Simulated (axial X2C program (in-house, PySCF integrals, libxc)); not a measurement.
**Potential curves of NiGa, spin-free**

All values were computed with an in-house all-electron X2C program for linear molecules (integrals from PySCF). Spin-free means the one-electron spin-free X2C Hamiltonian. Basis: Ga dyall-cv3z [9s9p7d4f1g], Ni dyall-cv3z [9s9p6d3f2g] (cores contracted in-house); Gaussian nuclei, density fitting, unrestricted open shells. Masses: Ga 68.926 u, Ni 57.935 u.

State: M_S = 1/2, Λ = 2 (beyond evenly filled blocks: δ+α, δ+β, δ-α). Energies in cm⁻¹ from the fragments at the same level (Ga + Ni). Fits are polynomials in 1 − R0/R over 0.85 to 1.23 times the lowest point R0.

```
 R (Å)    PBE0  PBEsol    CCSD
2.1512  -14262  -20539  -11020
2.2222  -15130  -21200  -11965
2.2931  -15563  -21435  -12459
2.3640  -15671  -21353  -12609
2.4467  -15490  -20965  -12458
2.5295  -15070  -20353  -12050
2.6359  -14291  -19349  -11263
```

Correlated methods: 13 electrons correlated (number of frozen shells: Ga 3 s, 2 p, 1 d; Ni 3 s, 2 p), 311 virtual spin orbitals or spinors in MP2, 90 natural virtuals in coupled cluster.

Occupations by symmetry block were frozen at the best pattern of an incomplete PBE0 search. De is counted from the lowest determinant-based energies of the atoms at the same level, without counterpoise correction. CCSD ran in a truncated set of natural virtual spinors with an MP2 remainder; without triples it tends to underbind. PBE0 can misorder states that lie within some tenths of an eV, so this need not be the ground state of the molecule. The nearest other spin-free determinant of the search, M_S = 1/2, Λ = 0, lies 0.10 eV up at the distance of the search. Without a current term, density functionals place determinants with orbital angular momentum somewhat too high. At some level and bond length an empty orbital lies below a filled one. The determinant is spin-polarised beyond a pure state at some levels (its spin-free form has ⟨S²⟩ too high), which makes Re and μ there less reliable. The T1 diagnostic is large, a sign of multireference character. With the outer-core shells frozen, correlated bond lengths of heavy atoms tend to come out a few hundredths of an ångström too long. Spin-free De lacks the spin–orbit lowering of the heavy p-block atom, a tenth of an eV or more for 4p and 5p, up to an eV for 6p and one to two eV for 7p atoms, less what an open-shell molecule gains itself. Coupled cluster ran on the points near the minimum only. MP2 and coupled cluster on one determinant become unreliable at the stretched end.

What are Re, ωe and De at the PBE0 level?

At PBE0, spin-free: Re = 2.356 Å, ωe ≈ 232 cm⁻¹, De = 1.94 eV to Ga + Ni; Be follows as 0.0965 cm⁻¹.

Fit the PBEsol curve near its minimum: give the equilibrium distance, the harmonic wavenumber and the well depth.

At PBEsol, spin-free: Re = 2.307 Å, ωe ≈ 251 cm⁻¹, De = 2.66 eV to Ga + Ni; Be follows as 0.101 cm⁻¹.

What are Re, ωe and De at the CCSD level?

At CCSD, spin-free: Re = 2.366 Å, ωe ≈ 234 cm⁻¹, De = 1.56 eV to Ga + Ni; Be follows as 0.0957 cm⁻¹.
